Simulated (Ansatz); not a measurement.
Stepwise reaction of `C[CH2][Al]([OH])[OH]` with hydrogen, as a gas-phase model of exchange steps in deposition or etching. ΔE in kJ/mol; ΔG adds harmonic PBE0-D4 terms to CCSD(T)/CBS, at 1 bar.

Gas-phase electronic energies from Ansatz, PBE0-D4/def2-TZVP geometries. CCSD(T)/CBS adds triple-zeta CCSD(T) − MP2 to the extrapolated MP2 energy (def2 sets, frozen cores). This one scheme is used for every species. DFT in def2-TZVPP. B3LYP here is the variant with VWN-RPA as its local correlation; programs differ in this. Each species was taken in one conformer, which may not be the lowest.

| step | reaction | PBE-D4 | B3LYP-D4 | ωB97M-V | CCSD(T)/CBS | ΔG(400 K) |
| --- | --- | --- | --- | --- | --- | --- |
| 1 | `C[CH2][Al]([OH])[OH]` + H₂ → `C[CH2][AlH][OH]` + H₂O | 117.6 | 124.3 | 122.0 | 122.1 | 121.4 |

Task: Give the row of step 2, `C[CH2][AlH][OH]` + H₂ → `C[CH2][AlH2]` + H₂O. (Estimate.)

Result: The calculation gave: 
```
step                                       reaction  PBE-D4  B3LYP-D4  ωB97M-V  CCSD(T)/CBS  ΔG(400 K)
   2  `C[CH2][AlH][OH]` + H₂ → `C[CH2][AlH2]` + H₂O   122.6     127.5    125.9        125.0      120.1
```

Task: By hand: ΔE of the 2 steps together at CCSD(T)/CBS.

Result: (122.1) + (125.0) = 247.1 kJ/mol, or 123.5 kJ/mol a step.

In ΔE the steps differ by no more than 2.9 kJ/mol. All are uphill at CCSD(T)/CBS. ΔG lies between 120.1 and 121.4 kJ/mol a step. PBE-D4 differs from CCSD(T)/CBS by -4.5 to -2.4 kJ/mol a step. Isolated molecules leave out the surface, adducts and barriers. Largest T1 diagnostic: 0.011.
